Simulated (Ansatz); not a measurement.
Reaction (formal exchange of groups at the Se–B bond): `NB[Se][SiH3]` + `BC=C` → `B/C=C/[Se][SiH3]` + `BN`

Isolated molecules relaxed with PBE0-D4/def2-TZVP in Ansatz; ΔE leaves out vibrations. CCSD(T)/CBS is the MP2 limit (def2-TZVPP, def2-QZVPP) plus CCSD(T) − MP2 in def2-TZVPP, frozen cores. This one scheme is used for every species. DFT in def2-TZVPP. For Se outer-core shells are correlated without core-valence functions, which leaves a few kJ/mol of doubt a bond. Scalar relativity is left out up to krypton. One conformer a species, not always the lowest.

CCSD(T)/CBS gives +0.90 eV.

Another level gave +0.88 eV. Which?
A. B2PLYP/def2-TZVPP
B. CCSD(T)/def2-TZVPP
C. PBE-D4/def2-TZVPP
D. HF/def2-TZVPP

B. CCSD(T)/def2-TZVPP 0.88, PBE-D4 0.76, HF/def2-TZVPP 0.96, B2PLYP 0.82 eV.

Largest T1 diagnostic among the species: 0.012.

From PBE to PBE0 (25 % exact exchange), in def2-TZVPP and without D4, ΔE moves by +0.09 eV. In def2-TZVPP, CCSD(T) changes the Hartree–Fock value by −0.09 eV (the triples alone add −0.03 eV) and MP2 by −0.11 eV.
